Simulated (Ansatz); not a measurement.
`F[SiH](F)[Si](F)(F)F` → silicon tetrafluoride + `F[SiH]` at 600 K and 1 bar (silylene formation by 1,1-elimination).

Program: Ansatz. Geometries: PBE0-D4/def2-TZVP. ΔE: electronic, gas phase. CCSD(T)/CBS adds triple-zeta CCSD(T) − MP2 to the extrapolated MP2 energy (def2 sets, frozen cores). This one scheme is used for every species. Each species was taken in one conformer, which may not be the lowest.

```
               species  CCSD(T)/CBS energy (Eh)  H − E (kJ/mol)  S (J/(mol·K))
`F[SiH](F)[Si](F)(F)F`              -1078.06481           133.0          490.7
        `F[Si](F)(F)F`               -688.53452            74.6          342.8
              `F[SiH]`               -389.46371            45.2          268.7
```

H − E and S are ideal-gas, rigid-rotor, harmonic terms from PBE0-D4/def2-TZVP, for one conformer and one mirror image of each species. 1 Eh = 2625.50 kJ/mol, R = 8.31446 J/(mol·K).

Q: By hand: ΔE, ΔH, ΔS and ΔG.

A: ΔE = (-688.53452) + (-389.46371) − (-1078.06481) = 0.06658 Eh = 174.8 kJ/mol. Δ(H − E) = 74.6 + 45.2 − 133.0 = -13.2, so ΔH = 161.6 kJ/mol. ΔS = 342.8 + 268.7 − 490.7 = 120.8 J/(mol·K). ΔG = 161.6 − 600 × (120.8)/1000 = 89.1 kJ/mol.

Q: By hand: the equilibrium constant, and the temperature at which ΔG would vanish if ΔH and ΔS stayed fixed.

A: log₁₀ K = −ΔG/(RT ln 10) = -7.8. ΔG = 0 at ΔH/ΔS = 1338 K.

The number of gas molecules changes by +1, which sets the sign of ΔS. A doubt of 5 kJ/mol in ΔE shifts log₁₀ K by 0.4 here. Other conformers and mirror images would add mixing entropy, several J/(mol·K) or more a flexible species. Modes under 60 cm⁻¹, often nearly free rotors, make the harmonic entropy too high. These are equilibria of isolated gas molecules and say nothing of rates. Largest T1 diagnostic: 0.015 (customary marks: 0.02 for closed shells, 0.045 for open ones).
